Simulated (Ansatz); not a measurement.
Born–Oppenheimer molecular dynamics of CH$_{7}$BFNSi (12 atoms, charge 0, multiplicity 1). It starts from a relaxed structure.

All numbers below come from UKS PBE/6-31G in Ansatz 0.2.0.

- ensemble: NVE (velocity Verlet)
- time step: 0.5 fs
- steps asked: 126
- starting velocities drawn for: 3000 K
- seed: 370627

First frame:

```xyz
12
Properties=species:S:1:pos:R:3
C -1.401 1.037 0.341
N -0.974 -0.311 0.734
B 0.195 -0.999 0.368
F 0.344 -2.290 0.893
Si 1.693 -0.339 -0.838
H -0.640 1.488 -0.312
H -2.357 1.011 -0.211
H -1.528 1.690 1.223
H -1.629 -0.799 1.353
H 1.528 1.085 -1.342
H 1.821 -1.227 -2.062
H 3.025 -0.400 -0.113
```

(1) What does the run give?

(2) What happens to the structure?

(3) How do temperature and energy run in time?

## Answers

(1) The run went to its last step.

| Item | Value |
| --- | --- |
| steps done | 126 |
| time covered | 63 fs |
| mean temperature over the second half | 1949 K |
| spread of the potential energy over the second half | 27.1 meV per atom |
| mean potential energy of the second half above the start | 113.5 meV per atom |

The conserved energy stayed within 0.69 meV per atom of its start (net change 0.42 meV per atom), so the integration is sound. A run of 0.063 ps of so small a system gives no equilibrium averages. Limits of this set-up: no polarisation functions.

(2) The same pairs are bonded in the first frame and the last. Pairs count as bonded within 1.25 times the sum of covalent radii (0.12 Å more for H–H). Another seed would give other details.

(3) 
```
time (fs)  T (K)  potential energy less start (eV)  conserved less start (meV/atom)
      0.0   3000                             0.000                             0.00
      3.0   2322                             0.881                             0.35
      6.0   1538                             1.896                             0.52
      9.0   1557                             1.870                             0.40
     12.0   1864                             1.470                             0.16
     15.0   1484                             1.967                             0.56
     18.0   1749                             1.620                             0.23
     21.0   2004                             1.291                             0.26
     24.0   1829                             1.518                             0.39
     27.0   1879                             1.453                             0.40
     30.0   2179                             1.063                             0.16
     33.0   2259                             0.963                             0.44
     36.0   2482                             0.672                             0.15
     39.0   1976                             1.327                             0.36
     42.0   1653                             1.747                             0.44
     45.0   1836                             1.508                             0.32
     48.0   1999                             1.296                             0.20
     51.0   1830                             1.517                             0.45
     54.0   1998                             1.299                             0.30
     57.0   1971                             1.333                             0.21
     60.0   1577                             1.845                             0.47
     63.0   1845                             1.498                             0.42
```

Run time: 9.4 min on 1 CPU thread of a shared host.
